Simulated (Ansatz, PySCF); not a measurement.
CH5BO2S, SMILES CSB(O)O. Atoms are numbered in the order given.

```xyz
10

B     -0.0668    -0.8293     0.0000
O      0.6986    -1.9610     0.0000
H      0.2119    -2.7933     0.0000
O     -1.4347    -0.7997     0.0000
H     -1.8668    -1.6621     0.0000
S      0.8441     0.7500     0.0000
C     -0.5346     1.9555     0.0000
H     -1.1599     1.8381    -0.8950
H     -0.0820     2.9561     0.0000
H     -1.1599     1.8381     0.8950
```
Charge 0, spin multiplicity 1.

The structure is a stationary point at B3LYP-D3(BJ)/def2-SVP. Other conformers were not sampled.

Two levels are set side by side: PBE-D3(BJ)/def2-SVP (Ansatz, a program for electronic structure) and B3LYP-D3(BJ)/def2-SVP (Ansatz). Each level has its own optimised geometry; the coordinates shown are those of the second. Frequencies come from the Hessian of PySCF at each geometry. Differences are taken from unrounded values.

```tsv
quantity	B3LYP-D3(BJ)
mean bond length (Å)	1.290
bond B1–O2 (Å)	1.366
bond B1–O4 (Å)	1.368
bond B1–S6 (Å)	1.823
bond S6–C7 (Å)	1.831
bond O2–H3 (Å)	0.964
bond O4–H5 (Å)	0.965
bond C7–H8 (Å)	1.098
bond C7–H9 (Å)	1.098
bond C7–H10 (Å)	1.098
highest harmonic wavenumber (cm⁻¹)	3862
mean harmonic wavenumber (cm⁻¹)	1324
zero-point energy (kcal/mol)	45.43
```

Problem. What does PBE-D3(BJ) give, and how far is it from B3LYP-D3(BJ)? (The exact figures need the calculation; the answer reports its results.)

Solution. 
```json
[
 {"quantity": "mean bond length (Å)", "PBE-D3(BJ)": "1.297", "PBE-D3(BJ) minus B3LYP-D3(BJ)": "0.007"},
 {"quantity": "bond B1–O2 (Å)", "PBE-D3(BJ)": "1.376", "PBE-D3(BJ) minus B3LYP-D3(BJ)": "0.009"},
 {"quantity": "bond B1–O4 (Å)", "PBE-D3(BJ)": "1.378", "PBE-D3(BJ) minus B3LYP-D3(BJ)": "0.009"},
 {"quantity": "bond B1–S6 (Å)", "PBE-D3(BJ)": "1.826", "PBE-D3(BJ) minus B3LYP-D3(BJ)": "0.003"},
 {"quantity": "bond S6–C7 (Å)", "PBE-D3(BJ)": "1.831", "PBE-D3(BJ) minus B3LYP-D3(BJ)": "-0.001"},
 {"quantity": "bond O2–H3 (Å)", "PBE-D3(BJ)": "0.972", "PBE-D3(BJ) minus B3LYP-D3(BJ)": "0.008"},
 {"quantity": "bond O4–H5 (Å)", "PBE-D3(BJ)": "0.973", "PBE-D3(BJ) minus B3LYP-D3(BJ)": "0.008"},
 {"quantity": "bond C7–H8 (Å)", "PBE-D3(BJ)": "1.106", "PBE-D3(BJ) minus B3LYP-D3(BJ)": "0.008"},
 {"quantity": "bond C7–H9 (Å)", "PBE-D3(BJ)": "1.106", "PBE-D3(BJ) minus B3LYP-D3(BJ)": "0.008"},
 {"quantity": "bond C7–H10 (Å)", "PBE-D3(BJ)": "1.106", "PBE-D3(BJ) minus B3LYP-D3(BJ)": "0.008"},
 {"quantity": "highest harmonic wavenumber (cm⁻¹)", "PBE-D3(BJ)": "3755", "PBE-D3(BJ) minus B3LYP-D3(BJ)": "-108"},
 {"quantity": "mean harmonic wavenumber (cm⁻¹)", "PBE-D3(BJ)": "1288", "PBE-D3(BJ) minus B3LYP-D3(BJ)": "-36"},
 {"quantity": "zero-point energy (kcal/mol)", "PBE-D3(BJ)": "44.20", "PBE-D3(BJ) minus B3LYP-D3(BJ)": "-1.22"}
]
```

GGA bonds tend to be longer and softer than those of functionals with exact exchange. Differences between two approximate levels are no errors against the true value.
